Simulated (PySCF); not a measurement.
C5H10.

```xyz
15

C      0.0000     1.2696    -0.9676
C      0.0000     0.0000    -0.1500
C      0.0000    -1.2696    -0.9676
C     -0.7517     0.0000     1.1520
C      0.7517     0.0000     1.1520
H     -0.8902     1.3224    -1.6159
H      0.0000     2.1629    -0.3247
H      0.8902     1.3224    -1.6159
H      0.0000    -2.1629    -0.3247
H     -0.8902    -1.3224    -1.6159
H      0.8902    -1.3224    -1.6159
H     -1.2672    -0.9177     1.4499
H     -1.2672     0.9177     1.4499
H      1.2672    -0.9177     1.4499
H      1.2672     0.9177     1.4499
```

The structure is a stationary point at PBE0-D3(BJ)/def2-SVP.

These are PySCF with PBE0/pcSseg-1 values and carry that method's errors. Non-relativistic, no solvent.

Computed absolute GIAO shielding of each atom: isotropic value and principal components (ppm):
| atom | σ(iso) | σ11 | σ22 | σ33 | span |
|---|---|---|---|---|---|
| C1 | 157.2 | 135.6 | 149.5 | 186.7 | 51.1 |
| C2 | 173.3 | 147.4 | 159.8 | 212.7 | 65.3 |
| C3 | 157.2 | 135.6 | 149.5 | 186.7 | 51.1 |
| C4 | 168.6 | 133.2 | 173.2 | 199.5 | 66.3 |
| C5 | 168.6 | 133.2 | 173.2 | 199.5 | 66.3 |
| H6 | 29.9 | 25.8 | 27.1 | 36.6 | 10.8 |
| H7 | 31.0 | 26.2 | 28.7 | 38.0 | 11.8 |
| H8 | 29.9 | 25.8 | 27.1 | 36.6 | 10.8 |
| H9 | 31.0 | 26.2 | 28.7 | 38.0 | 11.8 |
| H10 | 29.9 | 25.8 | 27.1 | 36.6 | 10.8 |
| H11 | 29.9 | 25.8 | 27.1 | 36.6 | 10.8 |
| H12 | 31.0 | 25.4 | 28.2 | 39.6 | 14.2 |
| H13 | 31.0 | 25.4 | 28.2 | 39.6 | 14.2 |
| H14 | 31.0 | 25.4 | 28.2 | 39.6 | 14.2 |
| H15 | 31.0 | 25.4 | 28.2 | 39.6 | 14.2 |
